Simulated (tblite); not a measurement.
Species: C5H9ClSi2.
Geometry (GFN2-xTB, Å), atoms numbered from 1 in this order:
```xyz
17
C5H9ClSi2 angstrom
Si    -2.8540   -0.1307    0.1727
C     -1.2007   -1.0719    0.2427
Si     0.2282   -0.2545   -0.7027
Cl    -0.1539   -0.2873   -2.6983
C      0.7380    1.4508   -0.0668
C      1.9930    1.3882    0.3899
C      2.6613    0.0972    0.2793
C      1.9553   -0.8962   -0.2703
H     -3.2697    0.0444   -1.2179
H     -3.8621   -0.9148    0.8927
H     -2.6972    1.1722    0.8217
H     -1.3504   -2.0738   -0.1581
H     -0.9076   -1.1979    1.2838
H      0.1543    2.3546   -0.0340
H      2.5248    2.2247    0.8205
H      3.6779   -0.0054    0.6310
H      2.3558   -1.8874   -0.3962
```

Computed values, GFN2-xTB/tblite, gas phase, harmonic and unscaled. Errors from tens to a few hundred cm⁻¹ against measured bands are possible. Modes of hydrogen on silicon can be 10 to 20 % off. One conformer, not necessarily the lowest.

Harmonic wavenumbers (cm⁻¹): 32.7, 79.0, 88.2, 105.3, 122.2, 158.5, 210.5, 320.4, 389.2, 418.0, 488.5, 519.2, 536.7, 636.1, 676.0, 696.2, 723.2, 769.6, 776.3, 780.9, 788.1, 791.9, 820.2, 837.1, 913.2, 919.0, 995.1, 1024.3, 1112.3, 1121.1, 1135.5, 1263.3, 1328.8, 1445.1, 1555.7, 1623.1, 2243.2, 2259.4, 2279.9, 2985.5, 2994.8, 3060.3, 3069.9, 3106.0, 3106.7.

A = 1643, B = 864.3, C = 694.8 MHz; mass 159.993 u (most abundant isotopes); point group C1, symmetry number 1.

**Question.** What is the zero-point energy?

**Answer.** Half the sum of the wavenumbers: 25653 cm⁻¹ = 73.35 kcal/mol.

**Question.** Give the ideal-gas entropy at 350 K and 1 bar in the rigid-rotor, harmonic-oscillator model (classical rotation).

**Answer.** Translation 41.94, rotation 30.64, vibration 38.55: S = 111.1 cal/(mol K).

**Question.** And Cp and H(350 K) − H(0)?

**Answer.** Cp = 45.82 cal/(mol K), of which vibrations give 37.87 (their classical limit is 45 R = 89.4); H(350 K) − H(0) = 9.61 kcal/mol without the zero-point energy, 6.83 from vibrations.

**Question.** Which modes carry the vibrational entropy at 350 K?

**Answer.** 32.7 cm⁻¹: 5.98; 79.0 cm⁻¹: 4.23; 88.2 cm⁻¹: 4.01; 105.3 cm⁻¹: 3.67; 122.2 cm⁻¹: 3.38; 158.5 cm⁻¹: 2.87 cal/(mol K); the other 39 give 14.41 together.

**Question.** What must be added to the electronic energy to get the Gibbs energy at 350 K and 1 bar?

**Answer.** ZPE + [H(350 K) − H(0)] − T·S = 73.35 + 9.61 − 38.90 = 44.06 kcal/mol.

**Question.** How do the functions run with temperature in this model?

**Answer.** 
| T (K) | S (cal/(mol K)) | Cp (cal/(mol K)) | H − H(0) (kcal/mol) | G − H(0) (kcal/mol) | ln q(vib) |
| --- | --- | --- | --- | --- | --- |
| 150 | 82.4 | 24.7 | 2.53 | -9.83 | 3.84 |
| 250 | 97.5 | 35.5 | 5.53 | -18.84 | 6.75 |
| 298.15 | 104.2 | 40.7 | 7.37 | -23.70 | 8.11 |
| 400 | 117.5 | 50.2 | 12.02 | -35.00 | 10.97 |
| 600 | 140.5 | 63.1 | 23.45 | -60.88 | 16.38 |
| 900 | 168.5 | 74.6 | 44.27 | -107.41 | 23.75 |

q(vib) and H(0) count from the zero-point level.

Hindered rotation and anharmonicity are outside this model. Other conformers, if any are populated, would add a mixing term that is left out. The structure is chiral; the term R ln 2 for an equal mix with its mirror image is left out.
